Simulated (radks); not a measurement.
Results of a calculation; reference values are marked as such.
The europium ion Eu2+, 61 electrons, occupied as [Kr] 4d10 4f7 5s2 5p5.5 5f0.5 (fractional occupations, a model configuration).

Level of theory: scalar-relativistic Kohn-Sham, PBE, spin-polarised, spherical densities, point nucleus; open shells are filled with parallel spins first (spin-orbit coupling, left out, can overturn this in heavy ions) (a radial shooting solver on a logarithmic mesh with Libxc functionals).

Energy parts (Ry):
total: -21686.2917
kinetic: 23235.2737
electron-nucleus: -52786.3563
Hartree: 8348.6612
exchange-correlation: -483.8702

Orbitals (lengths in bohr, moments of r in powers of bohr; <r^-3> diverges for s and p1/2):
1s up: occ. 1; eigenvalue (Ry) -3556.486; <r^2> 0.0006791
1s down: occ. 1; eigenvalue (Ry) -3556.484; <r^2> 0.0006791
2s up: occ. 1; eigenvalue (Ry) -585.0379; <r^2> 0.01068
2s down: occ. 1; eigenvalue (Ry) -585.0342; <r^2> 0.01068
2p up: occ. 3; eigenvalue (Ry) -521.3487; <r^2> 0.008591; <r^-3> 10780
2p down: occ. 3; eigenvalue (Ry) -521.3450; <r^2> 0.008590; <r^-3> 10780
3s up: occ. 1; eigenvalue (Ry) -129.7520; <r^2> 0.07120
3s down: occ. 1; eigenvalue (Ry) -129.5803; <r^2> 0.07108
3p up: occ. 3; eigenvalue (Ry) -109.9342; <r^2> 0.07135; <r^-3> 2244
3p down: occ. 3; eigenvalue (Ry) -109.7630; <r^2> 0.07120; <r^-3> 2249
3d up: occ. 5; eigenvalue (Ry) -83.43707; <r^2> 0.06009; <r^-3> 303.7
3d down: occ. 5; eigenvalue (Ry) -83.30540; <r^2> 0.05992; <r^-3> 304.4
4s up: occ. 1; eigenvalue (Ry) -26.91882; <r^2> 0.3620
4s down: occ. 1; eigenvalue (Ry) -26.49964; <r^2> 0.3618
4p up: occ. 3; eigenvalue (Ry) -20.40510; <r^2> 0.4093; <r^-3> 496.1
4p down: occ. 3; eigenvalue (Ry) -19.98660; <r^2> 0.4091; <r^-3> 495.7
4d up: occ. 5; eigenvalue (Ry) -11.33478; <r^2> 0.4976; <r^-3> 55.78
4d down: occ. 5; eigenvalue (Ry) -10.91648; <r^2> 0.4986; <r^-3> 55.67
5s up: occ. 1; eigenvalue (Ry) -4.67466; <r^2> 2.089
5s down: occ. 1; eigenvalue (Ry) -4.40573; <r^2> 2.162
5p up: occ. 3; eigenvalue (Ry) -3.09475; <r^2> 2.837; <r^-3> 68.69
5p down: occ. 2.5; eigenvalue (Ry) -2.88267; <r^2> 2.979; <r^-3> 63.64
4f up: occ. 7; eigenvalue (Ry) -1.61398; <r^2> 1.122; <r^-3> 7.008
5d up: occ. 0; eigenvalue (Ry) -1.24951; <r^2> 6.381; <r^-3> 3.894
4f down: occ. 0; eigenvalue (Ry) -1.23882; <r^2> 1.328; <r^-3> 6.620
6s up: occ. 0; eigenvalue (Ry) -1.19062; <r^2> 12.97
5d down: occ. 0; eigenvalue (Ry) -1.13818; <r^2> 6.909; <r^-3> 3.364
6s down: occ. 0; eigenvalue (Ry) -1.11812; <r^2> 13.05
6p up: occ. 0; eigenvalue (Ry) -0.87338; <r^2> 19.91; <r^-3> 9.313
5f up: occ. 0.5; eigenvalue (Ry) -0.41656; <r^2> 44.52; <r^-3> 0.08568

The highest occupied level is 5f up at -5.668 eV. The configuration is held as typed, so some empty levels lie below it. Spin moment in Bohr magnetons: 8. The density falls to 0.001 e/bohr^3 at r = 3.50 bohr.
